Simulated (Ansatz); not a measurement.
`[OH][Ga]([OH])[F]` + `[SiH3][O][InH2]` → `[OH][Ga]([F])[O][SiH3]` + `[OH][InH2]`  (redistribution)

Calculated with Ansatz (gas phase, PBE0-D4/def2-TZVP geometries, no zero-point term in ΔE). CCSD(T)/CBS adds triple-zeta CCSD(T) − MP2 to the extrapolated MP2 energy (def2 sets, frozen cores). DFT in def2-TZVPP. HSE06 is defined as in plane-wave codes. Elements past krypton have def2 core potentials. For Ga, In outer-core shells are correlated without core-valence functions, which leaves a few kJ/mol of doubt a bond. Scalar relativity is left out up to krypton. One conformer a species, not always the lowest.

`[OH][Ga]([OH])[F]`:

Cartesian coordinates in Å:
```
O 1.103 0.233 0.999
Ga -0.132 0.197 -0.267
O -1.222 -1.165 -0.516
F -0.290 1.570 -1.329
H 1.615 1.045 1.005
H -1.074 -1.881 0.107
```

`[SiH3][O][InH2]`:

Z-matrix (Å, degrees):
```
Si
O 1 1.622
H 1 1.490 2 110.7
H 1 1.496 2 111.8 3 120.0
H 1 1.490 2 110.8 3 -119.9
In 2 1.992 1 138.5 3 -120.0
H 6 1.702 2 110.2 1 180.0
H 6 1.706 2 112.5 1 -0.0
```

`[OH][Ga]([F])[O][SiH3]`:

```xyz
9

O     2.606   -1.210    0.459
Ga    1.207   -0.446   -0.286
F     1.237   -0.076   -1.994
O    -0.223   -0.044    0.639
Si   -1.695    0.633    0.387
H     3.317   -1.373   -0.167
H    -1.557    2.015   -0.145
H    -2.405    0.674    1.689
H    -2.486   -0.174   -0.581
```

`[OH][InH2]`:

Z-matrix (Å, degrees):
```
In
O 1 1.991
H 1 1.715 2 114.8
H 1 1.705 2 111.5 3 -180.0
H 2 0.959 1 113.4 3 0.0
```

Problem. Is it downhill or uphill in electronic energy at CCSD(T)/CBS, and by how much? (Best estimate.)

Solution. Ansatz gave: Uphill: ΔE = +9.0 kJ/mol.

Problem. What do these levels give: LDA (SPW92), PBE0-D4, r2SCANh-D4, HSE06-D4, CAM-B3LYP-D4, PBE, r2SCAN, CAM-B3LYP, LC-ωPBE, HF/def2-SVP, CCSD/def2-SVP, HF/CBS(def2)? (An estimate is asked.)

Solution. Ansatz gave: LDA (SPW92) 8.3, PBE0-D4 8.0, r2SCANh-D4 8.4, HSE06-D4 8.1, CAM-B3LYP-D4 7.1, PBE 7.5, r2SCAN 8.3, CAM-B3LYP 7.4, LC-ωPBE 8.0, HF/def2-SVP 11.5, CCSD/def2-SVP 11.9, HF/CBS(def2) 7.7 kJ/mol.

Largest T1 diagnostic among the species: 0.017.

Leaving LDA and LC-ωPBE aside and taking each functional with its dispersion term where it has one, the values, not all of them listed here, spread over 3.8 kJ/mol, from BLYP-D4 to B97M-V.
